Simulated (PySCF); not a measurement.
H5P, SMILES [H][P@TB7]([H])([H])([H])[H].

Geometry: PBE0-D3(BJ)/def2-TZVPD.

Two levels are set side by side: TDDFT-PBE/def2-TZVPD (PySCF) and EOM-CCSD/aug-cc-pVDZ (PySCF). Vertical, same geometry; the bases differ. Differences are taken from unrounded values.

| quantity | EOM-CCSD | TDDFT-PBE | TDDFT-PBE minus EOM-CCSD |
|---|---|---|---|
| lowest singlet excitation (eV) | 4.60 | 4.27 | -0.33 |
| lowest triplet excitation (TDA for PBE) (eV) | 4.09 | 3.71 | -0.38 |

Functionals without exact exchange tend to place singlet excitations lower, as here. Differences between two approximate levels are no errors against the true value.

Rough cost on one machine, each run with all the roots and properties that it gave: EOM-CCSD against TDDFT-PBE about 3 times.
